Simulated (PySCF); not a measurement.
C6H4N2, SMILES N#Cc1ccncc1. Atoms are numbered in the order given.

```xyz
12

N      0.0000     0.0000     3.2032
C      0.0000     0.0000     2.0387
C      0.0000     0.0000     0.6033
C      0.0000    -1.2087    -0.1143
C      0.0000    -1.1453    -1.5097
N      0.0000     0.0000    -2.2005
C      0.0000     1.1453    -1.5097
C      0.0000     1.2087    -0.1143
H      0.0000    -2.1669     0.4066
H      0.0000    -2.0687    -2.0984
H      0.0000     2.0687    -2.0984
H      0.0000     2.1669     0.4066
```
Charge 0, spin multiplicity 1.

Geometry: TPSSh-D3(BJ)/def2-SVP.

These are r2SCAN/def2-TZVP (PySCF) values and carry that method's errors.

ESP charges are fitted to the potential on shells at 1.4 to 2.0 van der Waals radii. Atomic charges (e):

```
atom  meta-Löwdin  Mulliken  ESP fit
----  -----------  --------  -------
N1          -0.20     -0.06    -0.40
C2           0.10     -0.17     0.22
C3           0.01      0.27     0.59
C4          -0.12     -0.16    -0.73
C5           0.01      0.00     0.60
N6          -0.23     -0.25    -0.72
C7           0.01      0.00     0.60
C8          -0.12     -0.16    -0.73
H9           0.14      0.14     0.25
H10          0.13      0.13     0.02
H11          0.13      0.13     0.02
H12          0.14      0.14     0.25
```

Question: Give the Mayer and Wiberg (Löwdin basis) orders of the bonds. (Estimate from the structure and the level; the computed values follow.)

Answer: 
| bond | Mayer | Wiberg |
|---|---|---|
| N1–C2 | 2.96 | 3.26 |
| C2–C3 | 0.93 | 1.25 |
| C3–C4 | 1.33 | 1.44 |
| C4–C5 | 1.41 | 1.59 |
| C5–N6 | 1.44 | 1.78 |
| N6–C7 | 1.44 | 1.78 |
| C3–C8 | 1.33 | 1.44 |
| C7–C8 | 1.41 | 1.59 |
| C4–H9 | 0.96 | 0.82 |
| C5–H10 | 0.98 | 0.84 |
| C7–H11 | 0.98 | 0.84 |
| C8–H12 | 0.96 | 0.82 |
